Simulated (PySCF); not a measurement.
Isomers of C8H6S2, mass 165.991 u with the commonest isotopes. The calculation used PBE0/pcSseg-1 in PySCF (dipole) on a GFN2-xTB geometry, gas phase. One conformer each, none proved a minimum here; rigid rotors.

Question: Order these by rotational constant A, largest first.
A. `[SH:1][c:2]1[cH:3][cH:4][c:5]2[cH:6][cH:7][s:8][c:9]2[cH:10]1` with H–S1–C2–C3 180°
B. `[cH:1]1[cH:2][s:3][c:4](-[c:5]2[cH:6][cH:7][cH:8][s:9]2)[cH:10]1` with S3–C4–C5–C6 0°
C. `[cH:1]1[cH:2][s:3][c:4](-[c:5]2[cH:6][cH:7][s:8][cH:9]2)[cH:10]1` with S3–C4–C5–C6 0° (2,3'-bithiophene)

Answer: C (3139 MHz), B (2692 MHz), A (2554 MHz).

Question: Order these by rotational constant B, largest first.
A. `[SH:1][c:2]1[cH:3][cH:4][c:5]2[cH:6][cH:7][s:8][c:9]2[cH:10]1` with H–S1–C2–C3 180°
B. `[cH:1]1[cH:2][s:3][c:4](-[c:5]2[cH:6][cH:7][s:8][cH:9]2)[cH:10]1` with S3–C4–C5–C6 0° (2,3'-bithiophene)
C. `[cH:1]1[cH:2][s:3][c:4](-[c:5]2[cH:6][cH:7][cH:8][s:9]2)[cH:10]1` with S3–C4–C5–C6 0°

Answer: C (668.6 MHz), A (628.5 MHz), B (577.2 MHz).

Question: Order these by dipole moment, largest first.
A. `[SH:1][c:2]1[cH:3][cH:4][c:5]2[cH:6][cH:7][s:8][c:9]2[cH:10]1` with H–S1–C2–C3 180°
B. `[cH:1]1[cH:2][s:3][c:4](-[c:5]2[cH:6][cH:7][cH:8][s:9]2)[cH:10]1` with S3–C4–C5–C6 0°
C. `[cH:1]1[cH:2][s:3][c:4](-[c:5]2[cH:6][cH:7][s:8][cH:9]2)[cH:10]1` with S3–C4–C5–C6 0°

Answer: A (1.05 D), C (0.38 D), B (0.00 D).

| SMILES | point group | Ia (u·Å²) | Ib (u·Å²) | Ic (u·Å²) | κ | μa (D) | μb (D) | μc (D) |
| --- | --- | --- | --- | --- | --- | --- | --- | --- |
| Sc1ccc2ccsc2c1 | Cs | 197.90 | 804.15 | 1002.05 | -0.88 | 1.05 | 0.04 | 0.00 |
| c1csc(-c2ccsc2)c1 | Cs | 160.99 | 875.53 | 1036.52 | -0.93 | 0.30 | 0.24 | 0.00 |
| c1csc(-c2cccs2)c1 | C2h | 187.75 | 755.93 | 943.68 | -0.88 | 0.00 | 0.00 | 0.00 |
